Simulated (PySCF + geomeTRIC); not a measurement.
Species: H₃Ga, SMILES `[GaH3]` (charge 0, multiplicity 1).

Problem. Give a relaxed geometry from TPSSh-D3(BJ)/def2-TZVP run with PySCF + geomeTRIC.

Solution. the end point of this relaxation (outside a Z-matrix the atoms follow the SMILES, hydrogens last).
Z-matrix (Å, degrees):
```
Ga
H 1 1.5657
H 1 1.5657 2 120.01
H 1 1.5657 2 119.98 3 -180.00
```
